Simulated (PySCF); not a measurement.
CH₃ClF₂Ge, SMILES [CH3][Ge]([F])([F])[Cl].

Geometry optimised at PBE0-D3(BJ)/def2-SVP. The structure was generated by enumeration, and PubChem lists no compound with its InChIKey, so it may never have been made.

The numbers are results of CAM-B3LYP/def2-TZVP run with PySCF, not measurements.

Symmetry labels are those of the subgroup Cs that the program uses (full group Cs).

**Question.** List the valence orbital energies around the gap with their symmetry. (The exact figures need the calculation; the answer reports its results.)

**Answer.** 
```tsv
orbital	symmetry	energy (eV)
HOMO−7	A"	-13.98
HOMO−6	A'	-13.87
HOMO−5	A"	-13.44
HOMO−4	A"	-13.15
HOMO−3	A'	-13.01
HOMO−2	A'	-11.73
HOMO−1	A"	-11.18
HOMO	A'	-11.02
LUMO	A'	0.52
LUMO+1	A"	1.96
LUMO+2	A'	1.99
LUMO+3	A'	2.31
```
